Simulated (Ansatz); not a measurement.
Species: ZnH (charge +1, singlet). SMILES: [ZnH+]
Structure (B3LYP-D3(BJ)/def2-TZVP (Ansatz, a program for electronic structure) minimum search):
```
Zn
H 1 1.5381
```
Charge +1, spin multiplicity 1.

### Question
Give the harmonic wavenumbers at B3LYP-D3(BJ)/def2-TZVP (Ansatz, finite differences of forces, unscaled).

### Answer
1871 cm⁻¹. Zero-point energy 2.7 kcal/mol.

### Question
From these and the geometry, give the ideal-gas thermochemistry at 298.15 K and 1 atm (rigid rotor, harmonic oscillator).

### Answer
Point group C∞v, rotational symmetry number 1. Rotational constants 215.2, 215.2 GHz. S(trans) 38.50, S(rot) 8.67, S(vib) 0.00, S(elec, spin only) 0.00, S 47.2 cal/(mol K). H(298) - H(0) 2.07 kcal/mol; G - E(el) -9.3 kcal/mol.
